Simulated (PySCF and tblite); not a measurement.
Values are calculated unless marked as measured or tabulated.
**Barrier and rate of a ring inversion**

System: C3H8OSi, numbered as in [CH2:1]1[CH2:2][SiH2:3][CH2:4][O:5]1.

Motion: inversion of the 5-membered ring (1–2–3–4–5). Geometries: B3LYP-D3(BJ)/def2-SVP; energies: PBE0/pcSseg-1 + D3(BJ); zero-point and thermal terms from GFN2-xTB harmonic modes (soft modes blended into free rotors). Rate constants are transition-state-theory values, counting equivalent paths, without tunnelling. Run with tblite and PySCF.

```csv
point,symmetry,E(GFN2) kcal/mol,E(DFT) kcal/mol,ZPE change kcal/mol,lowest mode cm⁻¹,dipole D
start (between envelope and twist),C1,0.0,0.0,0.00,110,1.25
saddle (envelope),C1,3.3,4.0,-0.44,157i,1.51
end (between envelope and twist),C1,0.0,0.0,0.00,111,1.25
```

| Property | Result |
| --- | --- |
| Electronic barrier | 4.0 kcal/mol |
| Barrier with zero-point energy | 3.5 kcal/mol |
| ΔH‡ (298 K) | 3.2 kcal/mol |
| ΔS‡ (298 K, symmetry apart) | -1.6 cal/(mol K) |
| Paths | 2 equivalent paths |
| End point | the same structure with atoms interchanged, or its mirror image |
| Mean lifetime of the start against this motion at 298 K | 42 ps |
| Cost | 69 s on 1 thread of Arm Neoverse V2, shared host (rough), peak memory 0.67 GiB, launched as `OMP_NUM_THREADS=1 python ens_run.py task.json out` |

```json
{"T/K": "150", "ΔG‡ kcal/mol": "3.5", "k s⁻¹": "4.3×10⁷"}
{"T/K": "200", "ΔG‡ kcal/mol": "3.6", "k s⁻¹": "1×10⁹"}
{"T/K": "250", "ΔG‡ kcal/mol": "3.6", "k s⁻¹": "6.9×10⁹"}
{"T/K": "298", "ΔG‡ kcal/mol": "3.7", "k s⁻¹": "2.4×10¹⁰"}
{"T/K": "350", "ΔG‡ kcal/mol": "3.8", "k s⁻¹": "6.3×10¹⁰"}
{"T/K": "400", "ΔG‡ kcal/mol": "3.9", "k s⁻¹": "1.2×10¹¹"}
{"T/K": "500", "ΔG‡ kcal/mol": "4.1", "k s⁻¹": "3.3×10¹¹"}
```

ΔG and ΔG‡ leave out symmetry numbers and mirror images; rates count paths: 2 out.
